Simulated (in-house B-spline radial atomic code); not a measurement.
RPA and G0W0 for Nb8+, [Ar] 3d10 4s2 4p3, highest spin, as one setting changes: the share of exact exchange in the PBE hybrid start. A dash marks a level of low quasi-particle weight. Computed with a B-spline radial code for spherical atoms: all electrons, scalar-relativistic (spin-free one-electron X2C), finite nucleus, each spin shell either full or empty, empty states to l = 9 with an (l + 1/2)⁻⁴ tail; G0W0 by contour deformation at full frequency.

| share of exact exchange in the PBE hybrid start | mean-field level (eV) | G0W0 level (eV) | RPA correlation (Eh) |
| --- | --- | --- | --- |
| 0 | -151.16 | 4p up -161.15 | -2.5377 |
| 0.1 | -152.23 | 4p up -161.18 | -2.5173 |
| 0.2 | -153.29 | 4p up -161.21 | -2.4976 |
| 0.3 | -154.35 | 4p up -161.24 | -2.4784 |
| 0.4 | -155.41 | 4p up -161.26 | -2.4598 |
| 0.5 | -156.47 | 4p up -161.28 | -2.4416 |
| 0.6 | -157.53 | 4p up -161.30 | -2.424 |
| 0.7 | ? | ? | ? |
| 0.8 | ? | ? | ? |
| 0.9 | -160.70 | 4p up -161.34 | -2.3735 |
| 1 | -161.76 | 4p up -161.35 | -2.3575 |

Problem. What belongs in the row for 0.7?

Solution. mean-field level (eV): -158.58; G0W0 level (eV): 4p up -161.31; RPA correlation (Eh): -2.4067.

Problem. What belongs in the row for 0.8?

Solution. mean-field level (eV): -159.64; G0W0 level (eV): 4p up -161.33; RPA correlation (Eh): -2.3899.

Problem. At what share of exact exchange does G0W0 leave the highest level unchanged?

Solution. Near 0.96, where the shift changes sign (-0.639 eV at 0.9, +0.406 eV at 1).
